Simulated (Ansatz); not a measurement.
An input meant for Si32H38, a nanocrystal cut from hexagonal silicon (charge 0, singlet).

```yaml
crystal:
  periodic: [false, false, false]
  atoms:
    - {symbol: Si, position_ang: [-1.314657, -4.859597, -0.524300]}
    - {symbol: Si, position_ang: [-3.211305, -3.760030, 0.330007]}
    - {symbol: Si, position_ang: [-3.275964, -1.572396, -2.840172]}
    - {symbol: Si, position_ang: [-3.252296, -1.552425, -0.475755]}
    - {symbol: Si, position_ang: [-5.151111, -0.424885, 0.327738]}
    - {symbol: Si, position_ang: [-5.154605, 1.769768, -0.520122]}
    - {symbol: Si, position_ang: [0.598344, -3.755888, 0.284059]}
    - {symbol: Si, position_ang: [0.585770, -3.792071, 2.650717]}
    - {symbol: Si, position_ang: [0.562326, -1.558241, -2.860758]}
    - {symbol: Si, position_ang: [-1.365033, -0.470596, -3.658796]}
    - {symbol: Si, position_ang: [0.567800, -1.540492, -0.498005]}
    - {symbol: Si, position_ang: [-1.339375, -0.443588, 0.317057]}
    - {symbol: Si, position_ang: [0.551583, -1.588983, 3.477642]}
    - {symbol: Si, position_ang: [-1.355374, -0.465619, 2.679989]}
    - {symbol: Si, position_ang: [-1.349722, 1.745313, -2.866542]}
    - {symbol: Si, position_ang: [-1.335365, 1.757673, -0.502417]}
    - {symbol: Si, position_ang: [-3.244541, 2.873226, 0.296105]}
    - {symbol: Si, position_ang: [-1.366798, 1.746005, 3.480920]}
    - {symbol: Si, position_ang: [-3.272094, 2.861207, 2.664277]}
    - {symbol: Si, position_ang: [4.402605, -1.572294, -2.819170]}
    - {symbol: Si, position_ang: [2.493694, -0.475249, -3.654255]}
    - {symbol: Si, position_ang: [4.377258, -1.545759, -0.451237]}
    - {symbol: Si, position_ang: [2.462171, -0.433495, 0.330130]}
    - {symbol: Si, position_ang: [2.458940, -0.454533, 2.694458]}
    - {symbol: Si, position_ang: [2.475537, 1.743679, -2.871573]}
    - {symbol: Si, position_ang: [0.562331, 2.858699, -3.671232]}
    - {symbol: Si, position_ang: [2.477548, 1.759325, -0.506781]}
    - {symbol: Si, position_ang: [0.572263, 2.855700, 0.319528]}
    - {symbol: Si, position_ang: [2.492869, 1.757668, 3.490376]}
    - {symbol: Si, position_ang: [0.562748, 2.838455, 2.687487]}
    - {symbol: Si, position_ang: [4.405713, 2.833488, 0.296083]}
    - {symbol: Si, position_ang: [4.415409, 2.840409, 2.665755]}
    - {symbol: H, position_ang: [-1.299756, -6.310272, -0.107202]}
    - {symbol: H, position_ang: [-1.349125, -4.800998, -2.031526]}
    - {symbol: H, position_ang: [-4.476868, -4.473196, -0.079362]}
    - {symbol: H, position_ang: [-3.148624, -3.741128, 1.837419]}
    - {symbol: H, position_ang: [-3.299488, -2.998817, -3.333526]}
    - {symbol: H, position_ang: [-4.524141, -0.887390, -3.341714]}
    - {symbol: H, position_ang: [-6.398754, -1.165728, -0.087344]}
    - {symbol: H, position_ang: [-5.106366, -0.386337, 1.835334]}
    - {symbol: H, position_ang: [-5.112027, 1.714074, -2.027341]}
    - {symbol: H, position_ang: [-6.406398, 2.506003, -0.108479]}
    - {symbol: H, position_ang: [1.850027, -4.429199, -0.229047]}
    - {symbol: H, position_ang: [-0.625990, -4.546254, 3.142382]}
    - {symbol: H, position_ang: [1.816048, -4.507742, 3.151765]}
    - {symbol: H, position_ang: [0.561611, -2.995022, -3.330704]}
    - {symbol: H, position_ang: [-1.351802, -0.465877, -5.170241]}
    - {symbol: H, position_ang: [0.540662, -1.577923, 4.988787]}
    - {symbol: H, position_ang: [-2.598436, -1.181410, 3.155788]}
    - {symbol: H, position_ang: [-2.597534, 2.450738, -3.346377]}
    - {symbol: H, position_ang: [-3.208948, 4.300628, -0.198690]}
    - {symbol: H, position_ang: [-1.353893, 1.732912, 4.991897]}
    - {symbol: H, position_ang: [-4.521341, 2.172076, 3.157280]}
    - {symbol: H, position_ang: [-3.292838, 4.282043, 3.172049]}
    - {symbol: H, position_ang: [4.422779, -2.998071, -3.312448]}
    - {symbol: H, position_ang: [5.646043, -0.882859, -3.324459]}
    - {symbol: H, position_ang: [2.489782, -0.480599, -5.165430]}
    - {symbol: H, position_ang: [4.382827, -2.957465, 0.080843]}
    - {symbol: H, position_ang: [5.608606, -0.848344, 0.072049]}
    - {symbol: H, position_ang: [3.700507, -1.180546, 3.161252]}
    - {symbol: H, position_ang: [3.722789, 2.448459, -3.354587]}
    - {symbol: H, position_ang: [0.558331, 2.858843, -5.180361]}
    - {symbol: H, position_ang: [0.564390, 4.290594, -3.194743]}
    - {symbol: H, position_ang: [0.565924, 4.289269, -0.159144]}
    - {symbol: H, position_ang: [2.479628, 1.755865, 5.001118]}
    - {symbol: H, position_ang: [0.553366, 4.272160, 3.165902]}
    - {symbol: H, position_ang: [5.629483, 2.118896, -0.222019]}
    - {symbol: H, position_ang: [4.441632, 4.251031, -0.219382]}
    - {symbol: H, position_ang: [5.648782, 2.133848, 3.172144]}
    - {symbol: H, position_ang: [4.452408, 4.263282, 3.166912]}
basis:
  gaussian: {orbitals: cc-pVDZ, fitting: {mean_field: def2-universal-jkfit}, nuclear_model: gaussian}
hamiltonian: {xc: {name: HF}}
correlation: {active_space: {window: {electrons: 6, orbitals: 2}}}
scf: {omitted_lower_state_checks: [starts]}
```

```sh
$ ansatz run in.yaml --threads 11 --pin off --events-out ev --progress --plain --max-ram 110592MiB --backend cuda --devices 0, --max-vram 75GiB
```

Problem. Predict how Ansatz answers.

Solution. The run stopped with an error. The active space doesn't fit the electrons.
```
Functional definition: HF
4780 factors; integrals over basis functions are off by at most 3.1e-1 eV
mean field evaluation 1: about -252187.5803 eV, gradient 4.4e1 eV
mean field evaluation 2: about -252200.0082 eV, gradient 1.7e1 eV
mean field evaluation 4: about -252201.8785 eV, gradient 1.5e0 eV
mean field evaluation 8: about -252201.8995 eV, gradient 2.1e-6 eV
mean field -252201.89952157 eV, -9268.2488588303 hartree, gradient 2.1e-6 eV, S^2 0.000000; 0 other end points of the search recorded, 0 dependent functions left out
reference -252201.89952157 eV, -9268.2488588303 hartree; 243, 243 occupied and 523, 523 virtual orbitals, 4780 factors
Error: 6 electrons in 2 orbitals form no window around the highest filled level of the reference
```
